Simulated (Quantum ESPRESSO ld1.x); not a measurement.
Results of a calculation; reference values are marked as such.
Problem. Zn, configuration [Ar] 3d9.5 4s2 4d0.5 (fractional occupations, a model configuration). Level of theory: scalar-relativistic Kohn-Sham, LDA (Slater exchange, VWN5 correlation), spin-polarised, spherical densities, point nucleus; open shells are filled with parallel spins first (ld1.x of Quantum ESPRESSO 7.5). Some entries of the table are withheld. Estimate them.

| orbital | occ. | eigenvalue (eV) | <1/r> (bohr^-1) |
|---|---|---|---|
| 1s up | 1 | -9514.31 | 30.18 |
| 1s down | 1 | -9514.30 | 30.18 |
| 2s up | 1 | -1163.73 | 6.573 |
| 2s down | 1 | -1163.39 | 6.574 |
| 2p up | 3 | -1010.94 | 6.456 |
| 2p down | 3 | -1010.68 | 6.457 |
| 3s up | 1 | -135.939 | 2.093 |
| 3s down | 1 | -135.353 | 2.092 |
| 3p up | 3 | -90.4931 | 1.943 |
| 3p down | 3 | -89.9220 | 1.941 |
| 3d up | 5 | -17.2469 | 1.549 |
| 3d down | 4.5 | -16.7266 | 1.543 |
| 4s up | 1 | -9.9191 | 0.5391 |
| 4s down | 1 | -9.8254 | 0.5367 |
| 4p up | 0 | -3.8674 | (1) |
| 4p down | 0 | -3.8137 | (2) |
| 5s up | 0 | -1.2764 | 0.1360 |
| 5s down | 0 | -1.1838 | 0.1364 |
| 4d up | 0.5 | (3) | 0.08002 |
| 4d down | 0 | (4) | 0.07727 |

Solution. 
(1) 4p up <1/r> (bohr^-1): 0.3875
(2) 4p down <1/r> (bohr^-1): 0.3864
(3) 4d up eigenvalue (eV): -0.4702
(4) 4d down eigenvalue (eV): -0.3944
